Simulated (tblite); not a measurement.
What does the GFN2-xTB structure of `CC/C(C)=C/OC[O]` [radical] look like in three dimensions? (Doublet state.)

Z-matrix in Å and degrees, rows numbered from 1:
```
C 
C   1  1.5318
C   2  1.4984  1  112.07
C   3  1.4924  2  118.08  1   -68.93
C   3  1.3450  2  120.67  1   110.16
O   5  1.3386  3  122.35  2  -179.47
C   6  1.4379  5  119.08  3  -175.77
O   7  1.2707  6  115.29  5  -171.84
H   1  1.0870  2  109.95  3  -177.56
H   1  1.0872  2  110.39  3   -57.77
H   1  1.0864  2  110.86  3    62.69
H   2  1.0915  1  109.08  3   121.82
H   2  1.0929  1  108.62  3  -120.51
H   4  1.0893  3  110.39  2   -52.19
H   4  1.0896  3  110.36  2    66.73
H   4  1.0855  3  110.20  2  -173.37
H   5  1.0887  3  120.99  2     0.58
H   7  1.1270  6  106.62  5   -44.74
H   7  1.1286  6  105.05  5    63.95
```

C5 (carbon bonded to C, O and H) is planar (angles 122.4°, 121.0° and 116.7°, sum 360.0°, 0.00 Å off the plane of its three neighbours). Of the pairs four or more bonds apart, O6···H16 is among the closest relative to their van der Waals radii: 2.39 Å, 88 % of the sum of Bondi's values. O6 (oxygen bonded to 2 C) is bent (angle 119.1°). C3 (carbon bonded to 3 C) is planar (angles 121.2°, 120.7° and 118.1°, sum 360.0°, 0.01 Å off the plane of its three neighbours).

The geometry is computed with GFN2-xTB (gas phase). This method treats the open shell by occupation alone, without spin polarisation.

Point group: C1 (no symmetry element, even within 0.4 Å). Its lowest GFN2-xTB frequency is 18i cm⁻¹, too small to tell a flat minimum from a shallow saddle. Torsions: C1–C2–C3–C4 -69°, C3–C5–O6–C7 -176°, C5–O6–C7–O8 -172°. 3 starts were optimised and ended at 0.00, 0.00 and 0.59 kcal/mol (GFN2-xTB); the lowest of these is shown.

One conformer stands for the species.
